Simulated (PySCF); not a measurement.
A run with a changed setting

The sound run of Bi(CH3)2H3 (singlet) uses PySCF 2.14.0, RKS BP86, Bi def2-SVP with ECP60, C def2-SVP, H def2-SVP; non-relativistic Hamiltonian with scalar-relativistic core potentials where named; density fitting; no spin-orbit coupling, grid (50, 194), threshold 1e-8 and 55 cycles at the relaxed geometry. This run differs:

```python
mol = gto.M(atom='''
Bi     0.00000    -0.00000    -0.00000
C      0.00000    -0.00000     2.34869
H     -1.05488     0.00000     2.68706
H      0.52744    -0.91355     2.68706
H      0.52744     0.91355     2.68706
C     -0.00000     0.00000    -2.34869
H     -1.05488     0.00000    -2.68706
H      0.52744     0.91355    -2.68706
H      0.52744    -0.91355    -2.68706
H      1.84980    -0.00000    -0.00000
H     -0.92490     1.60198     0.00000
H     -0.92491    -1.60198    -0.00000''',
    basis={'Bi': 'def2-SVP', 'C': 'def2-SVP', 'H': 'def2-SVP'},
    ecp={'Bi': 'def2-SVP'},
    charge=0, spin=0)
mf = dft.RKS(mol, xc='B88,P86')
mf.grids.atom_grid = (50, 194)
mf = mf.density_fit()  # fitting sets: Bi def2-universal-JKFIT, C def2-universal-JKFIT, H def2-universal-JKFIT
mf.conv_tol = 1e-08; mf.max_cycle = 99
mf.kernel(mf.get_init_guess(key='1e'))
mf.nuc_grad_method().kernel()
```

**Question.** What was changed, and how did it end?

**Answer.** The start was changed to the bare core Hamiltonian. It converged in 14 cycles, 0.000 eV from the sound run, largest force component 0.01 eV/Å. The cycle limit differs too. No harm here: the result survives it.
```
init E= -271.773434592643
cycle= 1 E= -231.517153060508  delta_E= 40.3  |g|=  8.4  |ddm|= 71.9
cycle= 2 E= -266.091065243861  delta_E= -34.6  |g|= 7.45  |ddm|= 71.9
cycle= 3 E= -289.742402807774  delta_E= -23.7  |g|= 4.65  |ddm|= 28.7
cycle= 4 E= -287.430537292027  delta_E= 2.31  |g|= 4.03  |ddm|= 7.17
cycle= 5 E= -295.745381043959  delta_E= -8.31  |g|= 1.14  |ddm|= 6.99
...
cycle= 12 E= -296.194659021675  delta_E= -3.11e-07  |g|= 0.000143  |ddm|= 0.00211
cycle= 13 E= -296.194659044309  delta_E= -2.26e-08  |g|= 6.99e-05  |ddm|= 0.000416
cycle= 14 E= -296.194659046638  delta_E= -2.33e-09  |g|= 7.15e-06  |ddm|= 0.00014
Extra cycle  E= -296.19465904654  delta_E= 9.77e-11  |g|= 1.58e-05  |ddm|= 7.42e-05
converged SCF energy = -296.19465904654
```

Run from Python with OMP_NUM_THREADS=2; the lines above give its settings.
It took 11 s on 2 threads of Arm Neoverse V1 (shared host).
